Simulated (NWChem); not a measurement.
System: C$_{3}$H$_{9}$Ge, doublet; SMILES [CH3][Ge]([CH3])[CH3]

```xyz
13

C      0.2121     1.8679    -0.4431
Ge     0.0000     0.0000     0.2193
C      1.5116    -1.1176    -0.4431
C     -1.7237    -0.7502    -0.4431
H      0.2147     1.8735    -1.5402
H      1.1542     2.2956    -0.0886
H     -0.6122     2.4951    -0.0917
H      1.5151    -1.1227    -1.5402
H      1.4110    -2.1474    -0.0886
H      2.4669    -0.7174    -0.0917
H     -1.7299    -0.7508    -1.5402
H     -1.8547    -1.7777    -0.0917
H     -2.5652    -0.1482    -0.0886
```
Atoms are numbered in this order, from 1.

Level: B3LYP/6-31G* (spherical d), spin-unrestricted (NWChem), optimised geometry, unscaled harmonic frequencies. In the optimisation the excess spin sits in a (C3, its own frame).

Question: List the harmonic frequencies with IR intensities, and the thermochemistry.

Answer: 
| frequency (cm⁻¹) | IR intensity (km/mol) |
|---|---|
| 114 | 0.0 |
| 116 | 0.0 |
| 116 | 0.0 |
| 164 | 0.6 |
| 164 | 0.6 |
| 169 | 0.3 |
| 518 | 1.8 |
| 566 | 23.9 |
| 566 | 23.9 |
| 717 | 0.0 |
| 718 | 0.2 |
| 718 | 0.2 |
| 854 | 44.7 |
| 854 | 44.7 |
| 857 | 65.4 |
| 1278 | 1.3 |
| 1278 | 1.3 |
| 1297 | 0.6 |
| 1483 | 0.0 |
| 1491 | 0.1 |
| 1491 | 0.1 |
| 1495 | 7.2 |
| 1495 | 7.2 |
| 1508 | 5.5 |
| 3044 | 11.9 |
| 3044 | 11.9 |
| 3045 | 10.9 |
| 3125 | 6.8 |
| 3125 | 6.8 |
| 3126 | 24.6 |
| 3148 | 0.0 |
| 3149 | 17.0 |
| 3149 | 17.0 |

```json
{
  "zero_point_energy": "68.6 kcal/mol",
  "thermal correction to the enthalpy at 298.15 K (with zero-point energy)": "74.1 kcal/mol",
  "heat capacity Cv": "25.8 cal/(mol K)",
  "dipole_moment": "0.72 D"
}
```

Rigid rotor and harmonic oscillator.
